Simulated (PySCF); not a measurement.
**Correlation energy of Tl (thallium, neutral)**

[Xe] 4f14 5d10 6s1 6p1 7s1, high-spin 4P determinant (an excited configuration). All numbers are calculated (PySCF 2.14, the spin-free X2C one-electron Hamiltonian (Gaussian nucleus), in x2c-TZVPPall with one added diffuse shell each of s, p, d, f type (12s8p7d4f, 99 functions)). Frozen: [Kr] 4d10 4f14; 21 electrons correlated.

MP2 pair energies summed by pair of shells (mhartree):

```
 pair   energy  share (%)
5d-5d  -227.61       53.0
5p-5d   -76.17       17.7
5d-6s   -39.36        9.2
5p-5p   -21.40        5.0
5d-6p   -18.67        4.3
5s-5d   -14.97        3.5
5s-5p    -9.71        2.3
5d-7s    -5.80        1.3
5p-6s    -4.72        1.1
6p-7s    -2.61        0.6
5s-5s    -2.00        0.5
6s-6p    -1.94        0.5
5p-6p    -1.72        0.4
6s-7s    -1.58        0.4
5p-7s    -0.50        0.1
5s-6s    -0.41        0.1
5s-6p    -0.14        0.0
5s-7s    -0.04        0.0
```

Total MP2 correlation energy: -429.33 mhartree.

Same-spin part -158.03 and opposite-spin part -271.30 mhartree; SCS-MP2 scales them by 1/3 and 6/5 to -378.24 mhartree.

This basis was not built for core-valence correlation, so the inner-shell part is incomplete.
